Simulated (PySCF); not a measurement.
C3H8FNSi, SMILES [SiH2](/C=N/CC)F. Geometry optimised at PBE0-D3(BJ)/def2-SVP. The structure was generated by enumeration; whether it is a known compound was not checked. One conformer was computed; it need not be the lowest.

Computed equilibrium geometry at PBE0-D3(BJ)/def2-SVP (PySCF confirms it by a frequency run) as a Z-matrix (one conformer of several):
```
N
C 1 1.2693
H 2 1.1144 1 121.83
C 1 1.4411 2 119.81 3 0.52
H 4 1.1041 1 107.15 2 -118.97
H 4 1.1104 5 107.33 1 -120.05
C 4 1.5197 5 109.07 6 -120.02
H 7 1.0997 4 110.51 5 -62.22
H 7 1.0999 8 108.59 4 -121.57
H 7 1.1006 8 107.93 9 -117.07
Si 2 1.8801 3 123.29 1 -179.86
F 11 1.6299 2 108.81 3 -1.04
H 11 1.4879 12 108.09 2 119.79
H 11 1.4881 13 111.13 12 -118.37
```
